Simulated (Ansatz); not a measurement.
Relaxation of AlBFH₃S (7 atoms, charge 0, multiplicity 1), to a largest force component of 0.02 eV/Å in at most 50 steps.

Method: RKS PBE0/STO-3G (Ansatz 0.2.0).

```xyz
7
Properties=species:S:1:pos:R:3:forces:R:3
B -0.865 1.325 0.518 0.38 -0.54 -0.19
Al 0.136 -0.406 0.036 0.69 -0.67 -0.63
F -0.155 -1.794 0.905 0.14 0.86 -0.50
S 1.605 -0.769 -1.574 -1.37 1.15 1.24
H -0.580 1.984 1.446 0.06 0.02 0.04
H -1.788 1.717 -0.091 -0.05 -0.01 -0.06
H 1.647 -2.056 -1.240 0.15 -0.81 0.11
```

Task: Where does it end, and by what steps?

Result: It converged. The force dipped under the threshold on the way, but the program's further checks kept it going. Limits of this set-up: minimal basis. After 9 steps the energy has fallen by 0.168 eV; H5 moved furthest, 0.23 Å.

```csv
step,energy less start (eV),largest force component (eV/Å),accepted
0,0.0000,1.371,yes
1,-0.0868,1.182,yes
2,-0.1439,0.917,yes
3,-0.1359,0.718,no
4,-0.1662,0.101,yes
5,-0.1668,0.056,yes
6,-0.1676,0.009,yes
7,-0.1678,0.044,yes
8,-0.1677,0.074,no
9,-0.1680,0.013,yes
```

```xyz
7
Properties=species:S:1:pos:R:3
B -0.827 1.280 0.495
Al 0.080 -0.469 0.065
F -0.270 -1.843 0.879
S 1.529 -0.654 -1.452
H -0.412 2.035 1.295
H -1.817 1.631 -0.034
H 1.718 -1.978 -1.247
```

Whether the end is a true minimum wasn't checked by a vibrational analysis.

The run took 17 s on 1 thread of Arm Neoverse V1, with other jobs on the host, peak memory 0.14 GiB.
